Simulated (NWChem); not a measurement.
A series in which one site is exchanged, each optimised at PBE0/def2-SVP with NWChem, gas phase unless a solvent is named. For some, no frequency run checked for a minimum. def2 effective core potentials on I; no spin-orbit coupling.

A: [CH3][Be][F] (CH3BeF; site = F)
B: [BeH][CH3] (CH$_{4}$Be; site = H)
C: [CH3][Be][I] (CH3BeI; site = I)
D: [CH3][Be][Cl] (CH3BeCl; site = Cl)

Q: Rank them by dipole (D), PBE0/def2-SVP, lowest first.

A: B (0.65), C (1.05), D (1.25), A (1.41)
